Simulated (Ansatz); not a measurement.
Input for Ansatz (a program for electronic structure): U-B3LYP/def2-TZVPP on F4Re (SMILES [F][Re]([F])([F])[F]), 2S+1 = 2, a spin state set in the input, which need not be the lowest. Elements past Kr take the def2 small-core potentials; no spin–orbit coupling.

Ansatz 0.2 input:
```yaml
crystal:
  periodic: [false, false, false]
  atoms:
    - {symbol: Re, position_ang: [-0.01074445, 0.00596044, -0.01143330]}
    - {symbol: F, position_ang: [0.92936895, -0.67030505, -1.44242417]}
    - {symbol: F, position_ang: [-0.95093294, 0.68218172, 1.41951202]}
    - {symbol: F, position_ang: [0.04877436, 1.72197538, -0.67496791]}
    - {symbol: F, position_ang: [-0.07023708, -1.71006593, 0.65209915]}
basis:
  gaussian:
    orbitals: def2-TZVPP
hamiltonian:
  xc: {name: B3LYP}
magnetization: {spin_polarized: true, initial_magnetization: 1}
```

The head of its log:

```
WARN ansatz: RAYON_NUM_THREADS=4 ignored (pool sized by the plan → 4); use --threads N
Functional definition: B3LYP
integrals: 0.08 GiB planned
1012 factors; their error is unknown
mean field: 1.09 GiB planned
mean field evaluation 1: about -12998.1475 eV, gradient 5.3e1 eV
mean field evaluation 2: about -12920.3721 eV, gradient 1.7e2 eV
```

Task: Predict the final total energy.

Result: -477.9775 hartree. Its determinant has ⟨S²⟩ = 1.13, a mixture of spin states.
